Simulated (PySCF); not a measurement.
**Low-lying terms of Mg(2+) (magnesium, charge +2)**

Ground state [Ne], ¹S. Calculation: PySCF 2.14, in aug-cc-pCVTZ with one added diffuse shell each of s, p, d, f type (9s8p6d4f, 91 functions); no relativity, point nucleus. Vertical excitation energies in eV without spin-orbit coupling; excited terms of each kind are numbered among those the solver found. Frozen: nothing.

```json
{"term": "1 3P°", "leading excitation": "2p → s", "EOM-EE-CCSD": "52.868"}
{"term": "1 1P°", "leading excitation": "2p → s", "EOM-EE-CCSD": "53.479"}
{"term": "1 3S", "leading excitation": "2p → p", "EOM-EE-CCSD": "58.002"}
{"term": "1 3D", "leading excitation": "2p → p", "EOM-EE-CCSD": "58.855"}
{"term": "1 1D", "leading excitation": "2p → p", "EOM-EE-CCSD": "59.182"}
{"term": "1 1P", "leading excitation": "2p → p", "EOM-EE-CCSD": "59.305"}
{"term": "1 3P", "leading excitation": "2p → p", "EOM-EE-CCSD": "59.315"}
{"term": "1 1S", "leading excitation": "2p → p", "EOM-EE-CCSD": "61.396"}
{"term": "2 3P°", "leading excitation": "2p → d", "EOM-EE-CCSD": "65.892"}
{"term": "1 3F°", "leading excitation": "2p → d", "EOM-EE-CCSD": "66.054"}
{"term": "1 1F°", "leading excitation": "2p → d", "EOM-EE-CCSD": "66.113"}
{"term": "2 1P°", "leading excitation": "2p → d", "EOM-EE-CCSD": "66.332"}
{"term": "2 3S", "leading excitation": "2p → p", "EOM-EE-CCSD": "69.409"}
{"term": "2 1D", "leading excitation": "2p → p", "EOM-EE-CCSD": "69.781"}
```

The solver can miss terms. Rydberg members are limited by the diffuse functions of the basis.
